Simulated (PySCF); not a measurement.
IO₃⁺, singlet: data card

Level of theory: PySCF, PBE0, basis I def2-TZVP with ECP28, O def2-TZVP (scalar-relativistic core potentials, no spin–orbit coupling, density fitting).

The structure is a higher-order saddle point with 2 imaginary modes (one degenerate set).

- Point group: C3v
- Bond lengths: I–O 1.809 Å (×3)
- Bond angles: O–I–O 92.8° (×3)
- Lowest empty level: -14.94 eV
- Dipole moment about the centre of mass: 3.18 D
- Principal quadrupole moments (Buckingham, traceless) about the centre of mass: -0.47, -0.47, 0.94 D Å
- Zero-point energy (real modes): 15.0 kJ/mol
- Rotational constants: 0.189, 0.189, 0.1534 cm⁻¹
- Highest occupied level: -17.00 eV
- Principal polarisabilities: 30.1, 45.0, 45.0 bohr³

Harmonic modes (masses in u: I 126.904, O 15.995):
```
symmetry  ω (cm⁻¹)  IR (km/mol, summed over degenerate members)
       e      282i                                            –
      a1       287                                         13.2
       e       695                                         31.6
      a1       839                                          2.7
```

In C3v the vibrations span 2e + 2a1.

Charges (e):
| atom | Mulliken | Löwdin | polar tensor | Mayer order to I1 |
| --- | --- | --- | --- | --- |
| I1 | 1.41 | 1.45 | 0.78 | – |
| O2,3,4 | -0.14 | -0.15 | 0.07 | 1.45 |
Other Mayer orders above 0.3: O–O 0.37 (×3).

Mulliken populations on I1 (electrons outside its core potential): s 3.85, p 8.93, d 10.62, f 0.19.

Other isomers or separated fragments may lie lower. At this level a singlet minimum of Cs symmetry lies 276 kJ/mol below this structure.

The final relaxation and frequency run took about 120 core-seconds on a shared host.
